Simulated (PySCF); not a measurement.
## Which determinant of MgIn lies lowest?

Unrestricted PBE0; PySCF, spin-free X2C with a Gaussian nucleus, basis sets Mg x2c-SVPall, In x2c-SVPall. Outer shells of the fragments: Mg 3s2; In 4d10 5s2 5p1.

Followed along the bond (rough minima from three points):

```json
{"2Ms+1": "2", "unpaired": "π ↑", "⟨S²⟩ at the start": "0.77", "R at minimum (Å)": "3.02", "Te (eV)": "0.00"}
{"2Ms+1": "2", "unpaired": "σ ↑", "⟨S²⟩ at the start": "0.76", "R at minimum (Å)": "3.40", "Te (eV)": "0.17"}
{"2Ms+1": "4", "unpaired": "σ ↑↑, π ↑", "⟨S²⟩ at the start": "3.75", "R at minimum (Å)": "2.88", "Te (eV)": "1.48"}
{"2Ms+1": "4", "unpaired": "σ ↑, π ↑↑", "⟨S²⟩ at the start": "3.75", "R at minimum (Å)": "none in the scan", "Te (eV)": "≤ 1.49"}
```

Solutions found at the starting distance of 2.745 Å, counted from the lowest of them; the search is not exhaustive and high or unbound solutions are not listed, so other states can lie among these:

| 2Ms+1 | unpaired | term | E (eV) | ⟨S²⟩ | ⟨Lz²⟩ | μ (D) |
| --- | --- | --- | --- | --- | --- | --- |
| 2 | π ↑ | ²Π | 0.00 | 0.77 | 1.00 | -1.02 |
| 2 | σ ↑ | ²Σ⁺ | 0.47 | 0.76 | 0.00 | 1.29 |
| 4 | σ ↑, π ↑↑ | ⁴Σ⁻ | 1.42 | 3.75 | 0.00 | -1.98 |
| 4 | σ ↑↑, π ↑ | ⁴Π | 1.43 | 3.75 | 1.00 | -0.44 |
| 2 | σ ↑, π ↑↓ | mixed | 1.84 | 1.76 | 2.01 | -2.00 |
| 2 | σ ↓, π ↑↑ | mixed | 1.92 | 1.76 | 0.00 | -2.35 |
| 2 | σ ↑ | mixed | 2.31 | 0.91 | 2.00 | -1.53 |
| 4 | σ ↑, π ↑↑ | mixed | 3.16 | 3.76 | 2.01 | 0.19 |
| 2 | π ↑ | ²Π | 4.94 | 0.76 | 1.01 | -2.83 |

A term symbol is given only where ⟨S²⟩ and ⟨Lz²⟩ are close to those of a pure state; real π, δ and φ orbitals otherwise mix terms. A positive dipole means Mg(−)In(+).

Q: Compare the gap between the two lowest followed solutions at the starting distance with the gap between their minima.

A: At PBE0 the second solution (doublet, unpaired electrons σ ↑) lies +0.47 eV from the first (doublet, unpaired electrons π ↑) at 2.745 Å and +0.17 eV at the minima; the two curves relax by different amounts, since their minima lie near 3.40 and 3.02 Å.

Spin–orbit coupling is left out. Counting both spins, an empty level lies below a filled one in some of these solutions, because spin and occupation are held.
